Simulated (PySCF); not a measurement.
Variants of one PySCF input: BrF

Base input, run as `OMP_NUM_THREADS=1 python input.py` with PySCF 2.14:

```python
from pyscf import gto, dft, tdscf

mol = gto.M(
    atom='Br 0 0 0; F 0 0 1.557',
    basis='cc-pvdz-dk',
    charge=0,
    spin=0,
    verbose=4,
)
mf = dft.RKS(mol, xc='blyp')
mf = mf.sfx2c1e()
mf = mf.density_fit(auxbasis='def2-universal-jkfit')
mf.kernel()
td = tdscf.TDA(mf)
td.nstates = 8
td.kernel()
td.analyze()
mf.dip_moment()
print('orbital energies (hartree):', mf.mo_energy[..., max(0, mol.nelec[1]-3):mol.nelec[0]+3].round(4))
```

Base result: E(SCF) = -2706.055928 Eh, 9 cycles, μz(SCF) = -0.84 D, first singlet excitations without spin–orbit coupling 4.76, 4.76, 9.90, 9.90, 13.27 eV. Stability towards an unrestricted solution was not tested. The bond length is a typed value, not an optimised one.

It ran on Intel Xeon 6975P-C (1 thread, shared host) in 5.8 s, peak memory 0.21 GiB.

Each row names what differs from the base; energies in brackets are changes from the base.

```tsv
change	result	wall time (s)
Cartesian functions: off → on	E(SCF) = -2706.059286 Eh (-0.0914 eV), 13 cycles, μz(SCF) = -0.81 D, first singlet excitations without spin–orbit coupling 4.75, 4.75, 9.89, 9.89, 13.28 eV	6.2
DIIS space: default → 4	E(SCF) = -2706.055928 Eh (+0.0000 eV), 9 cycles, μz(SCF) = -0.84 D, first singlet excitations without spin–orbit coupling 4.76, 4.76, 9.90, 9.90, 13.27 eV	5.7
spin (2S): 0 → 4; SCF type: RKS → UKS [a high spin state]	E(SCF) = -2705.358010 Eh (+18.9913 eV), 9 cycles, ⟨S²⟩ = 6.001, μz(SCF) = -0.50 D, first excitations without spin–orbit coupling 2.74, 2.74, 2.93, 2.93, 3.17 eV	6.1
charge: 0 → 1; spin (2S): 0 → 1; SCF type: RKS → UKS	not converged: SCF after 50 cycles	14
smearing width (hartree): none → 0.05; step after the SCF: tda → none	E(SCF) = -2705.979284 Eh (+2.0856 eV), 11 cycles, μz(SCF) = -0.63 D	1.8
functional: blyp → pw91	E(SCF) = -2706.150202 Eh, 9 cycles, μz(SCF) = -0.82 D, first singlet excitations without spin–orbit coupling 4.79, 4.79, 9.97, 9.97, 13.36 eV	5.8
functional: blyp → b3lyp5	E(SCF) = -2705.844450 Eh, 8 cycles, μz(SCF) = -0.94 D, first singlet excitations without spin–orbit coupling 4.91, 4.91, 10.47, 10.47, 13.53 eV	5.6
spin-free X2C: on → off [unsound on purpose]	E(SCF) = -2654.266467 Eh, 8 cycles, μz(SCF) = -0.71 D, first singlet excitations without spin–orbit coupling 4.85, 4.85, 10.05, 10.05, 13.08 eV	5.6
functional: blyp → bp86	E(SCF) = -2706.318615 Eh, 9 cycles, μz(SCF) = -0.81 D, first singlet excitations without spin–orbit coupling 4.80, 4.80, 9.97, 9.97, 13.36 eV	5.7
charge: 0 → 2; SCF type: RKS → UKS [another spin of the ion may lie lower] [spin-contaminated]	E(SCF) = -2704.909380 Eh (+31.1992 eV), ⟨S²⟩ = 1.002, first excitations without spin–orbit coupling 0.55, 1.65, 4.90, 5.38, 5.38 eV	12
functional: blyp → mn15l	E(SCF) = -2707.256992 Eh, 8 cycles, μz(SCF) = -0.87 D, first singlet excitations without spin–orbit coupling 5.57, 5.57, 11.37, 11.37, 14.15 eV	12
basis set: cc-pvdz-dk → sbkjc; core potential: off → on; spin-free X2C: on → off	E(SCF) = -37.346811 Eh, 10 cycles, μz(SCF) = -1.29 D, first singlet excitations without spin–orbit coupling 4.73, 4.73, 9.70, 9.70, 12.60 eV	1.4
basis set: cc-pvdz-dk → tzvp-def2 [unsound on purpose]	stops with BasisNotFoundError (tzvp-def2)	0.48
electric field along z (a.u.): none → 0.001	E(SCF) = -2706.055606 Eh (+0.0088 eV), 9 cycles, μz(SCF) = -0.80 D, first singlet excitations without spin–orbit coupling 4.76, 4.76, 9.87, 9.87, 13.26 eV	5.7
functional: blyp → tpss	E(SCF) = -2705.906413 Eh, 8 cycles, μz(SCF) = -0.82 D, first singlet excitations without spin–orbit coupling 4.95, 4.95, 10.18, 10.18, 13.47 eV	12
functional: blyp → bhandhlyp	E(SCF) = -2705.922031 Eh, 8 cycles, μz(SCF) = -1.08 D, first singlet excitations without spin–orbit coupling 5.12, 5.12, 11.32, 11.32, 13.89 eV	5.3
spin (2S): 0 → 1 [unsound on purpose] [runs as restricted open-shell]	stops with RuntimeError (Electron number 44 and spin 1 are not consistent)	0.42
basis set: cc-pvdz-dk → ano-rcc-vdzp	E(SCF) = -2706.226300 Eh (-4.6361 eV), 9 cycles, μz(SCF) = -0.79 D, first singlet excitations without spin–orbit coupling 4.54, 4.54, 9.90, 9.90, 12.47 eV	7
geometry: bond 1.557 → bond 1.666	E(SCF) = -2706.091480 Eh (-0.9674 eV), 9 cycles, μz(SCF) = -1.19 D, first singlet excitations without spin–orbit coupling 4.00, 4.00, 8.03, 8.03, 12.68 eV	5.5
PCM solvent, dielectric constant: none → 2.27; step after the SCF: tda → analyze	E(SCF) = -2706.056816 Eh (-0.0242 eV), 9 cycles, μz(SCF) = -0.91 D	2.5
```

Question: Order these changes by how far they move the SCF energy from the base, largest first: (1) Cartesian functions: off → on; (2) PCM solvent, dielectric constant: none → 2.27; step after the SCF: tda → analyze; (3) electric field along z (a.u.): none → 0.001; (4) geometry: bond 1.557 → bond 1.666.

Answer: (4) -0.9674 eV, (1) -0.0914 eV, (2) -0.0242 eV, (3) +0.0088 eV.
